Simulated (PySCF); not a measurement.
Screening by computed properties: pick the candidate that meets the target.

Species are written as SMILES; each is one conformer at its optimised geometry, gas phase, non-relativistic unless stated. Electronic properties by PySCF.

The conformers computed, where there is a choice (atom-mapped SMILES and torsion angles):
- `[CH3:1]/[N:2]=[CH:3]\[Si:4]([CH3:5])[CH3:6]`: N2–C3–Si4–C5 -33°
- `[CH3:1][CH2:2][C:3](=[O:4])[C:5](=[O:6])[C:7]1[CH2:8][CH2:9]1`: C1–C2–C3–O4 1°, C2–C3–C5–O6 19°, C3–C5–C7–C8 6°
- `[F:1][CH:2]([F:3])[O:4][C:5]1[CH2:6][CH2:7][S:8]1`: F1–C2–O4–C5 -161°, C2–O4–C5–C6 172°
- `[CH2:1]=[CH:2][C@@H:3]1[CH:4][C@@H:5]1[CH:6]([F:7])[F:8]`: C1–C2–C3–C4 -160°, C4–C5–C6–F7 -149°
- `[CH3:1][SiH2:2][CH2:3][C:4](=[O+:5])[SiH3:6]`: C1–Si2–C3–C4 68°, Si2–C3–C4–O5 -59°
- `[CH2:1][O:2][C:3](=[O:4])/[CH:5]=[CH:6]/[C:7](=[CH2:8])[CH3:9]`: C1–O2–C3–O4 0°, O2–C3–C5–C6 179°, C5–C6–C7–C8 179°

Problem. Wanted: smallest rotational constant above 1 GHz (GFN2-xTB) and isotropic g value above 2.003 (unrestricted B3LYP/pcH-1, mean-field spin–orbit), at GFN2-xTB geometries. Which candidate meets both?
A. `C/N=C\[Si](C)C` [radical]
B. `C([C]1CC1)(=O)C(=O)CC` [radical]
C. `[CH2]OC(=O)/C=C/C(=C)C` [radical]
D. `C[SiH2]CC(=[O+])[SiH3]` [radical]
E. `C=C[C@@H]1[CH][C@@H]1C(F)F` [radical]
F. `FC(F)O[C]1CCS1` [radical]

Solution. A. Computed values:
```csv
species,smallest rotational constant,isotropic g value
[CH2]OC(=O)/C=C/C(=C)C [radical],0.620 GHz,2.00282
C([C]1CC1)(=O)C(=O)CC [radical],0.826 GHz,2.00502
FC(F)O[C]1CCS1 [radical],0.897 GHz,2.00463
C[SiH2]CC(=[O+])[SiH3] [radical],0.966 GHz,2.00327
C=C[C@@H]1[CH][C@@H]1C(F)F [radical],1.077 GHz,2.00265
C/N=C\[Si](C)C [radical],1.314 GHz,2.00351
```
